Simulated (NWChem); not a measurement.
BBr₂ cation

```xyz
3

Br    -1.7730    -0.0231     0.0203
B      0.0000     0.0004     0.0000
Br     1.7730     0.0234    -0.0203
```
Atoms are numbered in this order, from 1.

Computed with NWChem. All runs use the structure optimised with B3LYP/6-31G* (spherical d). Vzz is the largest principal value of the second derivative of the potential at the nucleus (NWChem prints the opposite sign); η is the asymmetry. Non-relativistic.

For level Hartree-Fock/cc-pVTZ:

- Vzz Br3 (a.u.): 4.349
- Vzz B2 (a.u.): -0.440

Question: How do the values read with level CAM-B3LYP/def2-TZVP instead?

Answer: 
| Quantity | Value |
|---|---|
| Vzz Br3 (a.u.) | 4.696 |
| Vzz B2 (a.u.) | -0.380 |
